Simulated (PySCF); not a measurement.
# Electron correlation in Be (beryllium, neutral)

[He] 2p2, high-spin 3P determinant (an excited configuration). Computed with PySCF 2.14 in def2-TZVPPD (5s4p1d, 22 functions), with the non-relativistic Hamiltonian (point nucleus). Frozen: nothing; 4 electrons correlated.

| level | correlation energy (mhartree) |
| --- | --- |
| CCSD | -39.64 |
| (T) | -0.03 |
| CCSD(T) | -39.67 |
| CCSDT | -39.68 |
| FCI | -39.68 |

Diagnostics: T1 = 0.0017, D1 = 0.0032, largest double amplitude 0.064, weight of the Hartree-Fock determinant in FCI 0.9870 (33880 determinants).

Question: Is a single reference adequate?

Answer: Yes: T1 lies below 0.03 and no double amplitude reaches 0.07.

This basis was not built for core-valence correlation, so the inner-shell part is incomplete.
